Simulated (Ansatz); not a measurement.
Br$_{2}$, triplet, geometry from GFN2-xTB (a higher spin typed on purpose: for a closed-shell molecule this is an excited state).

Input for Ansatz (a program for electronic structure):
Ansatz 0.2 input:
```yaml
crystal:
  periodic: [false, false, false]
  atoms:
    - {symbol: Br, position_ang: [-0.00000000, -0.00000000, -1.42665696]}
    - {symbol: Br, position_ang: [0.00000000, 0.00000000, 1.42665696]}
basis:
  gaussian:
    orbitals: 3-21G.json
hamiltonian:
  xc: cam_b3lyp
magnetization: {spin_polarized: true, initial_magnetization: 2}
```
The basis file holds 3-21G in the JSON format of the Basis Set Exchange.

Task: What is the computed number of basis functions (CAM-B3LYP/3-21G in Ansatz)?

Result: 46

Task: What is the computed <S^2> (CAM-B3LYP/3-21G)?

Result: 2.002

Task: Predict the total energy from CAM-B3LYP/3-21G.

Result: -5123.7214 Eh
